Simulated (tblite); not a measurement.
Record of a relaxation.

Species: C3H11GeN.
Atom-mapped SMILES: `[CH3:1][CH2:2][GeH2:3][NH:4][CH3:5]` (hydrogens: H6, H7, H8 on C1; H9, H10 on C2; H11, H12 on Ge3; H13 on N4; H14, H15, H16 on C5)

Computed with GFN2-xTB (tblite), gas phase: L-BFGS steps from a force-field or distance-geometry start until the largest atomic force falls under 0.01 eV/Å. 11 of its 152 geometries are shown.

Step 0: E = -458.4042 eV, largest atomic force 1.828 eV/Å
```
atom  x, y, z in Å  |  force x, y, z in eV/Å
C1     -2.636   -0.067   -0.321   -1.730   0.256  -0.533
C2     -1.355   -0.811   -0.419    0.671  -1.510   0.459
Ge3     0.223    0.314   -0.509    0.201   0.438  -0.520
N4      1.393   -0.172    0.813   -0.490  -1.174  -0.479
C5      2.624    0.556    0.844    1.643  -0.057   0.646
H6     -2.725    0.778   -1.055    0.238  -0.590   0.791
H7     -2.781    0.282    0.716   -0.065   0.096  -0.689
H8     -3.455   -0.775   -0.588    0.232   0.583   0.408
H9     -1.338   -1.512   -1.281   -0.129   0.421   0.385
H10    -1.273   -1.455    0.495    0.005   0.299  -0.670
H11    -0.124    1.824   -0.409    0.309  -0.567   0.016
H12     0.898    0.025   -1.862   -0.045   0.365   0.023
H13     1.611   -1.193    0.708   -0.393   1.158   0.388
H14     3.435   -0.018    0.334   -0.322   0.646   0.171
H15     2.933    0.666    1.909    0.012   0.044  -0.449
H16     2.563    1.566    0.415   -0.137  -0.407   0.053
```

Step 15: E = -458.7675 eV, largest atomic force 0.138 eV/Å
```
atom  x, y, z in Å  |  force x, y, z in eV/Å
C1     -2.679   -0.095   -0.325   -0.064   0.033  -0.021
C2     -1.369   -0.874   -0.417   -0.120  -0.068  -0.002
Ge3     0.243    0.274   -0.598    0.000   0.030  -0.003
N4      1.422   -0.154    0.716    0.049   0.028   0.047
C5      2.686    0.546    0.862    0.076   0.028   0.021
H6     -2.702    0.706   -1.062    0.008   0.017   0.002
H7     -2.807    0.344    0.662    0.083   0.044  -0.043
H8     -3.535   -0.743   -0.518    0.063  -0.036   0.058
H9     -1.425   -1.541   -1.278    0.080   0.003  -0.062
H10    -1.264   -1.512    0.462    0.037   0.030   0.015
H11    -0.018    1.746   -0.380   -0.033  -0.034   0.027
H12     0.863    0.203   -1.992   -0.036  -0.030  -0.021
H13     1.531   -1.132    0.943   -0.055   0.006   0.003
H14     3.511    0.068    0.321   -0.042   0.007  -0.003
H15     2.960    0.615    1.918   -0.007  -0.058  -0.016
H16     2.575    1.558    0.477   -0.039   0.000  -0.002
```

Step 30: E = -458.7904 eV, largest atomic force 0.147 eV/Å
```
atom  x, y, z in Å  |  force x, y, z in eV/Å
C1     -2.648   -0.093   -0.337   -0.023   0.002   0.014
C2     -1.359   -0.891   -0.439    0.143  -0.025  -0.026
Ge3     0.231    0.290   -0.594    0.009  -0.089   0.001
N4      1.403   -0.124    0.735   -0.090  -0.021   0.019
C5      2.686    0.537    0.873   -0.046  -0.001  -0.021
H6     -2.725    0.614   -1.160   -0.013   0.025  -0.018
H7     -2.664    0.463    0.596   -0.030   0.068   0.016
H8     -3.518   -0.745   -0.366   -0.054  -0.063   0.026
H9     -1.390   -1.538   -1.316   -0.041  -0.022  -0.025
H10    -1.250   -1.542    0.430   -0.019   0.027   0.020
H11    -0.086    1.744   -0.352    0.018   0.015  -0.028
H12     0.811    0.207   -2.009    0.043   0.055   0.067
H13     1.460   -1.101    0.995    0.041   0.043  -0.030
H14     3.469    0.085    0.255    0.044   0.009   0.018
H15     3.007    0.528    1.917    0.004  -0.055  -0.023
H16     2.565    1.574    0.564    0.014   0.031  -0.009
```

Step 45: E = -458.8015 eV, largest atomic force 0.029 eV/Å
```
atom  x, y, z in Å  |  force x, y, z in eV/Å
C1     -2.648   -0.096   -0.340   -0.013   0.006   0.004
C2     -1.354   -0.891   -0.455    0.008   0.022   0.000
Ge3     0.236    0.292   -0.601   -0.027  -0.008   0.007
N4      1.379   -0.115    0.758   -0.009  -0.010  -0.004
C5      2.674    0.531    0.877    0.003   0.001   0.001
H6     -2.793    0.535   -1.216    0.011  -0.020   0.002
H7     -2.615    0.549    0.536   -0.009  -0.006  -0.007
H8     -3.507   -0.759   -0.249    0.012  -0.002   0.000
H9     -1.403   -1.550   -1.324    0.001   0.008   0.021
H10    -1.240   -1.526    0.426    0.012   0.015  -0.021
H11    -0.109    1.742   -0.368    0.021   0.009  -0.004
H12     0.894    0.248   -1.978   -0.006  -0.010   0.001
H13     1.453   -1.098    0.983   -0.002  -0.002  -0.001
H14     3.432    0.105    0.210    0.014   0.008  -0.004
H15     3.034    0.456    1.905    0.001  -0.014   0.004
H16     2.559    1.585    0.628   -0.017   0.003  -0.001
```

Step 60: E = -458.8033 eV, largest atomic force 0.024 eV/Å
```
atom  x, y, z in Å  |  force x, y, z in eV/Å
C1     -2.655   -0.098   -0.341    0.002  -0.003  -0.004
C2     -1.350   -0.875   -0.449    0.003  -0.002  -0.005
Ge3     0.240    0.301   -0.606    0.005   0.021   0.011
N4      1.376   -0.125    0.752    0.010   0.009   0.001
C5      2.667    0.526    0.880    0.008   0.005   0.004
H6     -2.818    0.504   -1.232    0.002  -0.001  -0.006
H7     -2.629    0.570    0.518   -0.001  -0.007   0.004
H8     -3.499   -0.777   -0.225   -0.010   0.006   0.001
H9     -1.392   -1.542   -1.311   -0.012  -0.013  -0.002
H10    -1.225   -1.502    0.436   -0.002   0.008   0.008
H11    -0.067    1.760   -0.375   -0.002  -0.011  -0.006
H12     0.896    0.237   -1.983   -0.007  -0.003  -0.004
H13     1.450   -1.109    0.970    0.002  -0.002  -0.011
H14     3.424    0.130    0.194    0.003  -0.001   0.001
H15     3.037    0.424    1.901    0.001  -0.011   0.006
H16     2.538    1.586    0.663   -0.004   0.005   0.004
```

Step 76: E = -458.8046 eV, largest atomic force 0.017 eV/Å
```
atom  x, y, z in Å  |  force x, y, z in eV/Å
C1     -2.661   -0.098   -0.347    0.002   0.002   0.000
C2     -1.350   -0.871   -0.434   -0.008  -0.002   0.003
Ge3     0.239    0.305   -0.615    0.004   0.004  -0.003
N4      1.386   -0.128    0.732   -0.005   0.002   0.009
C5      2.672    0.527    0.890   -0.006  -0.010  -0.003
H6     -2.821    0.491   -1.248    0.012  -0.006  -0.011
H7     -2.645    0.582    0.501    0.004  -0.004   0.006
H8     -3.503   -0.779   -0.228    0.006   0.002   0.001
H9     -1.390   -1.562   -1.277    0.002   0.003  -0.006
H10    -1.224   -1.474    0.467   -0.007   0.009   0.013
H11    -0.060    1.766   -0.390   -0.002  -0.004   0.005
H12     0.870    0.227   -2.002    0.000   0.007  -0.007
H13     1.467   -1.118    0.922    0.008  -0.001   0.001
H14     3.435    0.163    0.192    0.002   0.009  -0.002
H15     3.039    0.382    1.908   -0.001   0.002  -0.003
H16     2.539    1.595    0.719   -0.010  -0.013  -0.004
```

Step 91: E = -458.8056 eV, largest atomic force 0.018 eV/Å
```
atom  x, y, z in Å  |  force x, y, z in eV/Å
C1     -2.656   -0.092   -0.361   -0.004  -0.003  -0.007
C2     -1.348   -0.872   -0.411   -0.001  -0.001   0.004
Ge3     0.238    0.302   -0.616   -0.005  -0.007   0.003
N4      1.394   -0.150    0.717    0.005  -0.003  -0.007
C5      2.667    0.524    0.891    0.001   0.007   0.002
H6     -2.799    0.477   -1.277    0.001  -0.002  -0.007
H7     -2.648    0.607    0.473   -0.002  -0.007  -0.008
H8     -3.502   -0.766   -0.240   -0.008   0.002   0.007
H9     -1.383   -1.594   -1.228   -0.001   0.011   0.002
H10    -1.228   -1.438    0.514   -0.007  -0.001   0.000
H11    -0.061    1.759   -0.372    0.003   0.005   0.017
H12     0.845    0.246   -2.016    0.004  -0.007   0.004
H13     1.494   -1.144    0.875    0.005   0.003  -0.001
H14     3.434    0.203    0.177   -0.006   0.008   0.008
H15     3.041    0.353    1.903    0.004  -0.007  -0.004
H16     2.506    1.594    0.760    0.011   0.003  -0.011
```

Step 106: E = -458.8079 eV, largest atomic force 0.039 eV/Å
```
atom  x, y, z in Å  |  force x, y, z in eV/Å
C1     -2.671   -0.083   -0.419   -0.002   0.014  -0.005
C2     -1.368   -0.868   -0.347    0.005   0.004   0.003
Ge3     0.230    0.287   -0.573   -0.015   0.017   0.003
N4      1.449   -0.213    0.684   -0.008   0.005  -0.018
C5      2.681    0.527    0.885   -0.006   0.007   0.012
H6     -2.768    0.411   -1.384   -0.011  -0.007   0.004
H7     -2.692    0.682    0.355   -0.021  -0.013  -0.013
H8     -3.529   -0.740   -0.280    0.018   0.019  -0.003
H9     -1.371   -1.649   -1.108    0.011  -0.010  -0.007
H10    -1.295   -1.362    0.622    0.008  -0.011   0.017
H11    -0.039    1.734   -0.246   -0.004  -0.005  -0.006
H12     0.762    0.279   -2.004   -0.005   0.009   0.006
H13     1.613   -1.209    0.754    0.013   0.014   0.012
H14     3.453    0.313    0.138    0.002  -0.033   0.006
H15     3.082    0.308    1.877    0.035  -0.016  -0.003
H16     2.454    1.591    0.835   -0.021   0.006  -0.006
```

Step 121: E = -458.8113 eV, largest atomic force 0.087 eV/Å
```
atom  x, y, z in Å  |  force x, y, z in eV/Å
C1     -2.690   -0.100   -0.484    0.015   0.031   0.000
C2     -1.377   -0.850   -0.291   -0.031  -0.018   0.009
Ge3     0.209    0.316   -0.503    0.009   0.006  -0.028
N4      1.472   -0.233    0.693    0.029   0.071  -0.008
C5      2.710    0.508    0.863    0.031   0.018  -0.011
H6     -2.747    0.318   -1.487   -0.003  -0.007  -0.015
H7     -2.755    0.722    0.225   -0.018   0.008   0.008
H8     -3.553   -0.750   -0.334    0.081  -0.030  -0.010
H9     -1.313   -1.676   -1.001   -0.039  -0.025   0.000
H10    -1.342   -1.282    0.710   -0.024  -0.017   0.019
H11    -0.062    1.747   -0.122    0.013   0.013   0.033
H12     0.697    0.371   -1.948    0.004   0.001   0.001
H13     1.662   -1.226    0.717   -0.074  -0.034  -0.016
H14     3.443    0.319    0.069   -0.005  -0.002   0.047
H15     3.159    0.253    1.825    0.026   0.003  -0.030
H16     2.480    1.573    0.860   -0.015  -0.018   0.001
```

Step 136: E = -458.8275 eV, largest atomic force 0.050 eV/Å
```
atom  x, y, z in Å  |  force x, y, z in eV/Å
C1     -2.702   -0.181   -0.660    0.029  -0.013   0.010
C2     -1.404   -0.775   -0.129    0.041  -0.015   0.008
Ge3     0.145    0.450   -0.305   -0.022  -0.042  -0.005
N4      1.504   -0.216    0.711    0.012  -0.011   0.009
C5      2.802    0.434    0.758   -0.014   0.003  -0.014
H6     -2.592    0.110   -1.703   -0.007  -0.012   0.009
H7     -2.979    0.704   -0.091    0.010   0.006  -0.001
H8     -3.513   -0.904   -0.587   -0.019   0.005  -0.005
H9     -1.186   -1.704   -0.661    0.010   0.023  -0.012
H10    -1.517   -1.042    0.924   -0.011   0.036  -0.014
H11    -0.106    1.824    0.264    0.007  -0.006  -0.003
H12     0.519    0.676   -1.768   -0.012  -0.002   0.026
H13     1.611   -1.222    0.697   -0.018   0.043  -0.018
H14     3.425    0.221   -0.119    0.000   0.007   0.042
H15     3.342    0.122    1.655   -0.011   0.005  -0.038
H16     2.644    1.512    0.805    0.006  -0.027   0.006
```

Step 151: E = -458.8305 eV, largest atomic force 0.009 eV/Å
```
atom  x, y, z in Å  |  force x, y, z in eV/Å
C1     -2.686   -0.209   -0.717    0.000   0.004  -0.002
C2     -1.420   -0.742   -0.059   -0.005   0.000   0.000
Ge3     0.128    0.473   -0.261    0.003   0.000  -0.003
N4      1.519   -0.246    0.671   -0.001  -0.003   0.002
C5      2.808    0.419    0.748   -0.003  -0.002  -0.004
H6     -2.526   -0.052   -1.783    0.000  -0.005   0.008
H7     -2.973    0.743   -0.277    0.000  -0.004  -0.004
H8     -3.511   -0.908   -0.594    0.001   0.002   0.002
H9     -1.171   -1.716   -0.483    0.002  -0.002  -0.003
H10    -1.595   -0.898    1.007   -0.001  -0.001   0.000
H11    -0.080    1.825    0.369   -0.001   0.008  -0.001
H12     0.435    0.748   -1.730   -0.001   0.004   0.002
H13     1.641   -1.243    0.558    0.001   0.000  -0.002
H14     3.405    0.318   -0.166    0.005   0.002   0.005
H15     3.382    0.017    1.584   -0.001   0.000   0.002
H16     2.635    1.480    0.924    0.001  -0.002  -0.004
```

**Question.** Summarise the path.

**Answer.** The energy falls by 9.83 kcal/mol from step 0 to step 151; nine tenths of that is first reached at step 29. It never rises by more than 0.2 meV. The largest force goes from 1.828 to 0.009 eV/Å. Among the bonds Ge3–H11 changes most, from 1.553 to 1.507 Å; the atoms move by 0.669 Å rms after alignment.

What follows is the cost of the whole relaxation. On Arm Neoverse V1, one thread, no GPU, shared host, this took 0.81 s of wall time.
